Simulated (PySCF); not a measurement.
# Radial density of Co (cobalt, neutral)

PBE, [Ar] 3d7 4s2, high-spin 4F determinant. Calculation: PySCF 2.14, in Sapporo-DKH3-DZP-2012 (6s4p3d1f, 40 functions); scalar relativity by spin-free X2C-1e.

| r (bohr) | 4πr²ρ (e/bohr) | 4πr²(ρα − ρβ) |
| --- | --- | --- |
| 0.00116 | 0.3164 | 0.0000 |
| 0.00195 | 0.7916 | 0.0001 |
| 0.00328 | 1.939 | 0.0001 |
| 0.00552 | 4.526 | 0.0003 |
| 0.00928 | 9.871 | 0.0007 |
| 0.0156 | 18.97 | 0.0012 |
| 0.0263 | 29.29 | 0.0017 |
| 0.0442 | 32.27 | 0.0022 |
| 0.0743 | 26.04 | 0.0083 |
| 0.125 | 30.75 | 0.0605 |
| 0.210 | 34.86 | 0.3742 |
| 0.354 | 16.17 | 1.4868 |
| 0.595 | 18.11 | 2.8516 |
| 1.00 | 11.60 | 2.1577 |
| 1.68 | 2.680 | 0.6677 |
| 2.83 | 0.9778 | 0.0818 |
| 4.76 | 0.1632 | -0.0105 |
| 8.01 | 0.004288 | -0.0011 |

Densities and radii are taken from the X2C orbitals without a picture-change correction, which distorts them close to the nucleus.

Q: Where is the radial spin density 4πr²(ρα − ρβ) most negative, and why is it negative at all?

A: Around r = 4.76 bohr, down to -0.0105 e/bohr: exchange with the open shell polarises the paired shells in an unrestricted calculation.
